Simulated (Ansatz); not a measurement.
Consider the isomerisation: `C[SiH](O)CS` → `OCC[SiH2]S`.

Program: Ansatz. Geometries: PBE0-D4/def2-TZVP. ΔE: electronic, gas phase. CBS: MP2 limit from def2 TZ/QZ plus the TZ coupled-cluster correction, frozen cores. DFT in def2-TZVPP. B3LYP here is the variant with VWN-RPA as its local correlation; programs differ in this. Each species was taken in one conformer, which may not be the lowest.

```tsv
level	ΔE (kJ/mol)
B3LYP-D4	113.6
HF/CBS(def2)	112.0
```

Q: What does CCSD(T)/CBS give? (Best estimate.)

A: Computed: +116.2 kJ/mol. The listed levels differ from it by -2.6, -4.2 kJ/mol.

Largest T1 diagnostic among the species: 0.011.
